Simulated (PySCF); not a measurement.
Mg(H)(SeH) (H2MgSe), SMILES [SeH][MgH]. The structure is a stationary point at PBE-D3(BJ)/def2-TZVP.

The numbers are results of PBE-D3(BJ)/def2-TZVP in PySCF, not measurements.

Harmonic wavenumbers (cm⁻¹): 275, 302, 338, 465, 1601, 2333. Rotational constants (GHz): 230.5, 4.081, 4.010; symmetry number 1.

**Question.** Work out the zero-point energy and the ideal-gas rigid-rotor harmonic-oscillator thermochemistry at 298.15 K and 1 atm.

**Answer.** ZPE = ½ Σ hcν = ½ × 5314 cm⁻¹ = 31.78 kJ/mol. H − E(el) = 45.64 kJ/mol. Entropy in J/(mol K): translation 166.82, rotation 91.93, vibration 20.71, total 279.46. G − E(el) = -37.68 kJ/mol. Cp = 59.92 J/(mol K).
